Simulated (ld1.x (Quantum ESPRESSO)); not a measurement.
Ca (Z = 20): TM pseudisation with PBEsol, scalar-relativistic reference atom.

Input for ld1.x (Quantum ESPRESSO) 7.5:

```
&input
   title='Ca', zed=20., rel=1, dft='PBESOL', iswitch=3,
   config='[Ar] 3d0 4s1 4p0 4f-2',
   nld=4, rlderiv=2.50, eminld=-6.0, emaxld=5.0, deld=0.02
 /
 &inputp
   pseudotype=2, tm=.true., lloc=-1, rcloc=1.55,
   nlcc=.true.,
   file_pseudopw='Ca.UPF', file_wfcaegen='ae.wfc', file_wfcncgen='nc.wfc', file_beta='beta', file_chi='chi'
 /
4
3S  1  0   2.00   0.00  1.85  1.85  0.0
3P  2  1   6.00   0.00  1.10  1.10  0.0
3D  3  2   0.00   0.00  2.30  2.30  0.0
4F  4  3  -2.00   0.40  2.20  2.20  0.0
 &test
   configts(1)='3s2 3p6 3d0 4s1 4p0'
 /
```

Command:

```bash
ld1.x < Ca.in > Ca.out
```

Resulting log (shortened: banner, matrices, multipoles, cross overlaps and the repeated all-electron block are left out):

```
Program LD1 v.7.5
     --------------------------- All-electron run ----------------------------

     Ca
     scalar relativistic calculation

     atomic number is 20.00
     dft =PBESOL   lsd =0 sic =0 latt =0  beta=0.20 tr2=1.0E-14
     Exchange-correlation= PBESOL
                           (   1   4  10   8   0   0   0)
     mesh =1169 r(mesh) =  99.90979 a.u. xmin = -7.00 dx = 0.01250
     1 Ry =  13.60569312 eV, c = 137.03599908

     n l     nl                  e(Ry)          e(Ha)          e(eV)
     1 0     1S 1( 2.00)      -290.4002      -145.2001     -3951.0959
     2 0     2S 1( 2.00)       -30.9264       -15.4632      -420.7750
     2 1     2P 1( 6.00)       -25.0987       -12.5494      -341.4857
     3 0     3S 1( 2.00)        -3.9595        -1.9798       -53.8721
     3 1     3P 1( 6.00)        -2.5602        -1.2801       -34.8334
     3 2     3D 1( 0.00)        -0.6130        -0.3065        -8.3399
     4 0     4S 1( 1.00)        -0.6572        -0.3286        -8.9423
     4 1     4P 1( 0.00)        -0.4345        -0.2172        -5.9113

     final scf error:  6.8E-15 reached in  20 iterations

     Etot =   -1358.474246 Ry,    -679.237123 Ha,  -18482.983708 eV

     Ekin =    1367.534247 Ry,     683.767123 Ha,   18606.251298 eV
     Encl =   -3218.854627 Ry,   -1609.427313 Ha,  -43794.748260 eV
     Eh   =     562.738560 Ry,     281.369280 Ha,    7656.448156 eV
     Exc  =     -69.892426 Ry,     -34.946213 Ha,    -950.934902 eV

     normalization and overlap integrals

     s(1S/1S) =  1.000000  <r> =   0.0769  <r2> =    0.0080  r(max) =   0.0506
     s(2S/2S) =  1.000000  <r> =   0.3647  <r2> =    0.1576  r(max) =   0.2987
     s(2P/2P) =  1.000000  <r> =   0.3280  <r2> =    0.1332  r(max) =   0.2477
     s(3S/3S) =  1.000000  <r> =   1.1556  <r2> =    1.5412  r(max) =   0.9918
     s(3P/3P) =  1.000000  <r> =   1.2672  <r2> =    1.8931  r(max) =   1.0427
     s(3D/3D) =  1.000000  <r> =   1.9672  <r2> =    5.0856  r(max) =   1.2421
     s(4S/4S) =  1.000000  <r> =   3.6026  <r2> =   14.7087  r(max) =   3.1717
     s(4P/4P) =  1.000000  <r> =   4.4042  <r2> =   22.0370  r(max) =   3.8258

     ------------------------ End of All-electron run ------------------------

     --------------------- Generating NC pseudopotential ---------------------

      Generating local potential from pseudized AE potential:
      Matching radius rcloc =   1.5500

      Local pseudo, rcloc= 1.536 Estimated cut-off energy=    10.17 Ry

      Computing core charge for nlcc:

       r > 0.61 : true rho core
       r < 0.61 : rho core = a sin(br)/r    a=  14.86  b=   4.39

      Integrated core pseudo-charge :   3.67

      Wfc   3S  rcut= 1.830  Using Troullier-Martins method

      Wfc   3P  rcut= 1.110  Using Troullier-Martins method

      Wfc   3D  rcut= 2.292  Using Troullier-Martins method

      Wfc   4F  rcut= 2.180  Using Troullier-Martins method

     ------------------- End of pseudopotential generation -------------------

     Computing logarithmic derivative in   2.48566
     Computing logarithmic derivative in   2.48566
     Computing the partial wave expansion
     R is outside the sphere for l=    0 j= 0.00
     R is outside the sphere for l=    1 j= 0.00
     R is outside the sphere for l=    2 j= 0.00
     R is outside the sphere for l=    3 j= 0.00

     ---------------------- Testing the pseudopotential ----------------------

     Ca
     scalar relativistic calculation

     atomic number is 20.00   valence charge is 10.00
     dft =PBESOL   lsd =0 sic =0 latt =0  beta=0.20 tr2=1.0E-14
     mesh =1169 r(mesh) =  99.90979 xmin = -7.00 dx = 0.01250

     n l     nl             e AE (Ry)        e PS (Ry)    De AE-PS (Ry)
     1 0     3S   1( 2.00)       -3.95952       -3.95952       -0.00000
     2 1     3P   1( 6.00)       -2.56021       -2.56023        0.00002
     3 2     3D   1( 0.00)       -0.61297       -0.61297        0.00000
     2 0     4S   1( 1.00)       -0.65724       -0.66985        0.01260  !
     3 1     4P   1( 0.00)       -0.43447       -0.43245       -0.00202

     eps = 8.5E-15  iter = 12

     Etot =   -1358.474246 Ry,    -679.237123 Ha,  -18482.983708 eV
     Etotps =   -79.382780 Ry,     -39.691390 Ha,   -1080.057737 eV

     Ekin =      24.948306 Ry,      12.474153 Ha,     339.438993 eV
     Encl =    -143.642018 Ry,     -71.821009 Ha,   -1954.349210 eV
     Ehrt =      52.152918 Ry,      26.076459 Ha,     709.576600 eV
     Ecxc =     -16.497217 Ry,      -8.248608 Ha,    -224.456070 eV
     (Ecc =      -5.810089 Ry,      -2.905045 Ha,     -79.050293 eV)
     Epseu=       3.655231 Ry,       1.827615 Ha,      49.731950 eV

     ---------------------- End of pseudopotential test ----------------------
```

ld1.x takes every shell without a wave as core, so the model core holds the 4s electrons as well and exchange and correlation see them twice. This cancels in the reference configuration, but the file is broken for other ones, and its errors say nothing about a proper core correction.

Generation and configuration tests took about 1.9 s on one core of a shared server CPU.

Transferability test of the new file with ld1.x, input:

```
&input
   title='Ca', zed=20., rel=1, dft='PBESOL', iswitch=2,
   config='[Ar] 3d0 4s1 4p0 4f-2'
 /
 &test
   file_pseudo='Ca.UPF', nconf=8,
   configts(1)='3s2 3p6 3d0 4s1 4p0',
   configts(2)='3s2 3p6 3d0 4s2 4p0',
   configts(3)='3s2 3p6 3d0 4s0 4p0',
   configts(4)='3s2 3p6 3d0 4s1.5 4p0',
   configts(5)='3s2 3p6 3d1 4s1 4p0',
   configts(6)='3s2 3p6 3d0 4s0 4p1',
   configts(7)='3s2 3p5 3d0 4s2 4p0',
   configts(8)='3s2 3p6 3d0 4s0 4p2'
 /
```

```bash
ld1.x < Ca.test.in > Ca.test.out
```

Pseudopotential blocks of its output, shortened (energy terms left out):

```
     ---------------------- Testing the pseudopotential ----------------------

     n l     nl             e AE (Ry)        e PS (Ry)    De AE-PS (Ry)
     1 0     3S   1( 2.00)       -3.95952       -3.95952       -0.00000
     2 1     3P   1( 6.00)       -2.56021       -2.56023        0.00002
     3 2     3D   1( 0.00)       -0.61297       -0.61297        0.00000
     2 0     4S   1( 1.00)       -0.65724       -0.66985        0.01260  !
     3 1     4P   1( 0.00)       -0.43447       -0.43245       -0.00202

     eps = 4.4E-15  iter = 12

     Etot =   -1358.474246 Ry,    -679.237123 Ha,  -18482.983708 eV
     Etotps =   -79.382780 Ry,     -39.691390 Ha,   -1080.057743 eV

     ---------------------- End of pseudopotential test ----------------------

          ---------------------- Testing the pseudopotential ----------------------

     n l     nl             e AE (Ry)        e PS (Ry)    De AE-PS (Ry)
     1 0     3S   1( 2.00)       -3.45135       -3.43869       -0.01266  !
     2 1     3P   1( 6.00)       -2.05425       -2.04300       -0.01125  !
     3 2     3D   1( 0.00)       -0.14378       -0.13073       -0.01305  !
     2 0     4S   1( 2.00)       -0.27669       -0.26527       -0.01143  !
     3 1     4P   1( 0.00)       -0.10189       -0.08347       -0.01842  !

     eps = 1.7E-15  iter = 26

     Etot =   -1358.937655 Ry,    -679.468828 Ha,  -18489.288711 eV
     Etotps =   -79.844677 Ry,     -39.922338 Ha,   -1086.342171 eV
     dEtot_ae =      -0.463409 Ry
     dEtot_ps =      -0.461897 Ry,   Delta E=      -0.001512 Ry

     ---------------------- End of pseudopotential test ----------------------

          ---------------------- Testing the pseudopotential ----------------------

     n l     nl             e AE (Ry)        e PS (Ry)    De AE-PS (Ry)
     1 0     3S   1( 2.00)       -4.56368       -4.58551        0.02184  !
     2 1     3P   1( 6.00)       -3.15945       -3.17896        0.01951  !
     3 2     3D   1( 0.00)       -1.16697       -1.18853        0.02156  !
     2 0     4S   1( 0.00)       -1.05424       -1.12553        0.07129  !
     3 1     4P   1( 0.00)       -0.77324       -0.83842        0.06519  !

     eps = 4.9E-15  iter =  7

     Etot =   -1357.615669 Ry,    -678.807835 Ha,  -18471.302176 eV
     Etotps =   -78.487984 Ry,     -39.243992 Ha,   -1067.883428 eV
     dEtot_ae =       0.858577 Ry
     dEtot_ps =       0.894796 Ry,   Delta E=      -0.036219 Ry

     ---------------------- End of pseudopotential test ----------------------

          ---------------------- Testing the pseudopotential ----------------------

     n l     nl             e AE (Ry)        e PS (Ry)    De AE-PS (Ry)
     1 0     3S   1( 2.00)       -3.69199       -3.68408       -0.00791  !
     2 1     3P   1( 6.00)       -2.29402       -2.28699       -0.00703  !
     3 2     3D   1( 0.00)       -0.36617       -0.35826       -0.00791  !
     2 0     4S   1( 1.50)       -0.46164       -0.45907       -0.00258
     3 1     4P   1( 0.00)       -0.26212       -0.24822       -0.01390  !

     eps = 6.4E-15  iter = 14

     Etot =   -1358.753655 Ry,    -679.376828 Ha,  -18486.785263 eV
     Etotps =   -79.664394 Ry,     -39.832197 Ha,   -1083.889295 eV
     dEtot_ae =      -0.279409 Ry
     dEtot_ps =      -0.281614 Ry,   Delta E=       0.002205 Ry

     ---------------------- End of pseudopotential test ----------------------

          ---------------------- Testing the pseudopotential ----------------------

     n l     nl             e AE (Ry)        e PS (Ry)    De AE-PS (Ry)
     1 0     3S   1( 2.00)       -3.28241       -3.27966       -0.00276
     2 1     3P   1( 6.00)       -1.89631       -1.89153       -0.00478
     3 2     3D   1( 1.00)       -0.05520       -0.04613       -0.00907  !
     2 0     4S   1( 1.00)       -0.24284       -0.23645       -0.00638  !
     3 1     4P   1( 0.00)       -0.08938       -0.07595       -0.01343  !

     eps = 3.8E-15  iter = 21

     Etot =   -1358.770270 Ry,    -679.385135 Ha,  -18487.011320 eV
     Etotps =   -79.675608 Ry,     -39.837804 Ha,   -1084.041873 eV
     dEtot_ae =      -0.296024 Ry
     dEtot_ps =      -0.292828 Ry,   Delta E=      -0.003196 Ry

     ---------------------- End of pseudopotential test ----------------------

          ---------------------- Testing the pseudopotential ----------------------

     n l     nl             e AE (Ry)        e PS (Ry)    De AE-PS (Ry)
     1 0     3S   1( 2.00)       -4.05265       -4.06732        0.01467  !
     2 1     3P   1( 6.00)       -2.65130       -2.66380        0.01250  !
     3 2     3D   1( 0.00)       -0.68737       -0.69729        0.00992  !
     2 0     4S   1( 0.00)       -0.69930       -0.71865        0.01936  !
     3 1     4P   1( 1.00)       -0.47752       -0.47500       -0.00251

     eps = 2.2E-15  iter =  8

     Etot =   -1358.252088 Ry,    -679.126044 Ha,  -18479.961096 eV
     Etotps =   -79.142306 Ry,     -39.571153 Ha,   -1076.785932 eV
     dEtot_ae =       0.222158 Ry
     dEtot_ps =       0.240474 Ry,   Delta E=      -0.018316 Ry

     ---------------------- End of pseudopotential test ----------------------

          ---------------------- Testing the pseudopotential ----------------------

     n l     nl             e AE (Ry)        e PS (Ry)    De AE-PS (Ry)
     1 0     3S   1( 2.00)       -4.48922       -4.46275       -0.02647  !
     2 1     3P   1( 5.00)       -3.05866       -3.02914       -0.02952  !
     3 2     3D   1( 0.00)       -1.00024       -0.96286       -0.03738  !
     2 0     4S   1( 2.00)       -0.80019       -0.79893       -0.00126
     3 1     4P   1( 0.00)       -0.53444       -0.50877       -0.02567  !

     eps = 5.2E-15  iter = 13

     Etot =   -1356.394386 Ry,    -678.197193 Ha,  -18454.685764 eV
     Etotps =   -77.320440 Ry,     -38.660220 Ha,   -1051.998185 eV
     dEtot_ae =       2.079861 Ry
     dEtot_ps =       2.062339 Ry,   Delta E=       0.017521 Ry

     ---------------------- End of pseudopotential test ----------------------

          ---------------------- Testing the pseudopotential ----------------------

     n l     nl             e AE (Ry)        e PS (Ry)    De AE-PS (Ry)
     1 0     3S   1( 2.00)       -3.64580       -3.66100        0.01521  !
     2 1     3P   1( 6.00)       -2.24549       -2.25869        0.01320  !
     3 2     3D   1( 0.00)       -0.29690       -0.30481        0.00790  !
     2 0     4S   1( 0.00)       -0.36297       -0.36882        0.00585  !
     3 1     4P   1( 2.00)       -0.17434       -0.16142       -0.01292  !

     eps = 9.8E-15  iter = 16

     Etot =   -1358.574168 Ry,    -679.287084 Ha,  -18484.343218 eV
     Etotps =   -79.454808 Ry,     -39.727404 Ha,   -1081.037739 eV
     dEtot_ae =      -0.099922 Ry
     dEtot_ps =      -0.072028 Ry,   Delta E=      -0.027894 Ry

     ---------------------- End of pseudopotential test ----------------------
```
